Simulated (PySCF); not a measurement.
**Excitation energy of I²⁺ by level of theory**

I²⁺ [Kr] 4d10 5s2 5p3 (4S) → I²⁺ [Kr] 4d10 5s1 5p3 5d1 (6D), as a difference of total energies. All numbers are calculated (PySCF 2.14, a scalar-relativistic core potential, in aug-cc-pVTZ-PP with ECP28MDF). Correlated levels: valence: 4s2 4p6 4d10 frozen. The calculations carry no spin-orbit coupling.

| method | excitation energy (eV) |
| --- | --- |
| UHF | 20.112 |
| LDA | 23.304 |
| PBE | 22.747 |
| PBE0 | 22.364 |
| r2SCAN | 22.248 |
| B2PLYP | 22.487 |
| BP86 | 22.849 |
| M06 | 23.123 |
| wB97X | 23.223 |
| MP2 (valence) | 21.296 |
| SCS-MP2 (valence) | 21.647 |

How much does correlation contribute at MP2 (valence)?

21.296 − (20.112) = 1.184 eV, measured against UHF.

The promoted electron is Rydberg-like, and one or two diffuse shells describe it only roughly, which tends to raise the upper state.
